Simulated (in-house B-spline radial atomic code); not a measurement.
Configurations of Nb⁸⁺, with energies counted from [Ar] 3d10 4s2 4p3. All numbers are computed (non-relativistic RPBE, spin-polarised, spherical fractional occupations; point nucleus) with a radial B-spline atomic code at the basis-set limit, not measured. Shells without spins written out take the highest spin.

Occupations are held fixed; configurations that lie above the ionisation limit could autoionise.

| configuration | E - E(ref) (eV) | highest orbital | its <r> (bohr) |
| --- | --- | --- | --- |
| [Ar] 3d10 4s2 4p(1 up, 2 down) | 3.7129 | 4p up | 1.156 |
| [Ar] 3d10 4s1 4p3 5d1 | 112.16 | 5d up | 2.541 |
| [Ar] 3d9 4s2 4p3 4d1 | 227.54 | 4d up | 1.259 |
| [Ar] 3d9 4s2 4p3 4f1 | 268.67 | 4f up | 1.517 |
| [Ar] 3d9 4s2 4p3 5d1 | 284.79 | 5d up | 2.501 |
| [Ne] 3s2 3p5 3d10 4s2 4p3 4d1 | 369.18 | 4d up | 1.261 |
| [Ne] 3s2 3p5 3d10 4s2 4p3 5f1 | 441.74 | 5f up | 2.944 |

Order these further configurations by energy, lowest first.
A. [Ar] 3d(4 up, 5 down) 4s2 4p(3 up, 0 down) 4f(0 up, 1 down)
B. [Ar] 3d10 4s2 4p2 5f1
C. [Ne] 3s2 3p5 3d10 4s2 4p3 4f1
D. [Ar] 3d9 4s2 4p3 5f1
E. [Ar] 3d10 4s(1 up, 0 down) 4p(0 up, 3 down) 4d(1 up, 0 down)

E (67.585 eV), B (109.21 eV), A (273.33 eV), D (300.27 eV), C (410.12 eV).

How far above the reference does [Ar] 3d10 4s1 4p4 lie?

24.093 eV; its least bound orbital is 4p down with <r> = 1.158 bohr.

How far above the reference does [Ne] 3s2 3p(2 up, 3 down) 3d10 4s2 4p(2 up, 1 down) 5d(0 up, 1 down) lie?

431.25 eV; its least bound orbital is 5d down with <r> = 2.519 bohr.

How far above the reference does [Ar] 3d10 4s2 4p(1 up, 1 down) 5d(0 up, 1 down) lie?

96.399 eV; its least bound orbital is 5d down with <r> = 2.559 bohr.
